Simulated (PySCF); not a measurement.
C₃H₆NO, SMILES C[N]C(C)=O, multiplicity 2.

Geometry optimised at TPSSh-D3(BJ)/def2-SVP. The isomer is the one that the SMILES or the coordinates give; other isomers of the formula were not compared.

The numbers are results of TPSSh-D3(BJ)/def2-SVP run with PySCF, not measurements.

Frequencies are harmonic and unscaled.

```tsv
mode	ν (cm⁻¹)	IR (km/mol)	moving atoms (share of kinetic energy)
1	71	1.5	H 89 %
2	82	3.4	H 83 %, N 10 %
3	148	7.7	H 44 %, C 29 %, N 20 %
4	272	16.2	C 36 %, H 26 %, O 21 %, N 17 %
5	392	2.4	C 37 %, H 28 %, O 20 %, N 15 %
6	530	22.4	C 33 %, O 30 %, N 22 %, H 14 %
7	604	3.7	C 47 %, H 31 %, O 11 %, N 11 %
8	791	9.7	C 40 %, N 28 %, H 22 %, O 9 %
9	969	21.8	H 50 %, C 38 %, O 11 %
10	1021	3.4	H 67 %, C 22 %, N 11 %
11	1031	5.7	H 56 %, C 41 %
12	1110	3.4	H 52 %, C 31 %, N 16 %
13	1123	7.4	H 39 %, C 33 %, N 27 %
14	1305	104.4	C 54 %, H 23 %, N 22 %
15	1380	19.1	H 76 %, C 24 %
16	1397	45.3	H 77 %, C 19 %
17	1437	15.9	H 95 %
18	1455	16.9	H 94 %
19	1465	9.2	H 94 %
20	1484	22.9	H 93 %
21	1650	101.5	C 60 %, O 37 %
22	2988	9.5	H 97 %
23	3045	1.7	H 97 %
24	3064	11.8	H 91 %, C 9 %
25	3104	11.7	H 90 %, C 10 %
26	3127	4.8	H 91 %, C 9 %
27	3170	3.5	H 90 %, C 10 %
```
